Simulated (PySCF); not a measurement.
SMILES C[Si](C)S[Si](C)(C)C (C5H15SSi2), doublet, GFN2-xTB optimised geometry.

```
23

C      0.53    -2.41    -1.58
Si     1.19    -1.57     0.00
C      3.10    -1.57     0.00
S      0.58     0.53     0.00
Si    -1.30     0.49     1.08
C     -2.51    -0.73     0.26
C     -0.96    -0.06     2.87
C     -1.97     2.27     1.01
H     -0.55    -2.39    -1.62
H      0.91    -1.90    -2.46
H      0.85    -3.45    -1.63
H      3.50    -1.07     0.88
H      3.49    -2.58    -0.03
H      3.47    -1.03    -0.87
H     -2.17    -1.76     0.37
H     -2.61    -0.53    -0.81
H     -3.50    -0.66     0.70
H     -0.26     0.61     3.36
H     -1.87    -0.07     3.46
H     -0.53    -1.06     2.90
H     -2.90     2.36     1.56
H     -1.25     2.97     1.43
H     -2.16     2.58    -0.01
```

Density from unrestricted CAM-B3LYP/def2-SVP in PySCF at that geometry.

Minimum of the electron density along straight lines between bonded atoms, close to the bond critical point (lines longer than 1.1 times the sum of covalent radii, or with two minima, are not listed):

```tsv
bond	length / Å	ρ at the minimum / e bohr⁻³	∇²ρ there / e bohr⁻⁵	position (fraction from the first atom)
C1–Si2	1.909	0.110	0.30	0.62
Si2–C3	1.904	0.111	0.30	0.38
Si2–S4	2.185	0.086	0.12	0.36
S4–Si5	2.171	0.088	0.14	0.64
Si5–C6	1.905	0.112	0.31	0.38
Si5–C7	1.904	0.112	0.31	0.38
Si5–C8	1.901	0.113	0.31	0.38
C1–H9	1.085	0.273	-1.00	0.63
C1–H10	1.089	0.270	-0.98	0.63
C1–H11	1.086	0.273	-0.99	0.63
C3–H12	1.085	0.274	-1.00	0.63
C3–H13	1.086	0.273	-0.99	0.63
C3–H14	1.088	0.271	-0.98	0.63
C6–H15	1.086	0.272	-0.98	0.63
C6–H16	1.086	0.272	-0.99	0.63
C6–H17	1.085	0.272	-0.98	0.63
C7–H18	1.086	0.273	-0.99	0.63
C7–H19	1.085	0.272	-0.98	0.62
C7–H20	1.087	0.272	-0.98	0.63
C8–H21	1.086	0.272	-0.98	0.63
C8–H22	1.086	0.273	-0.99	0.63
C8–H23	1.086	0.272	-0.99	0.63
```
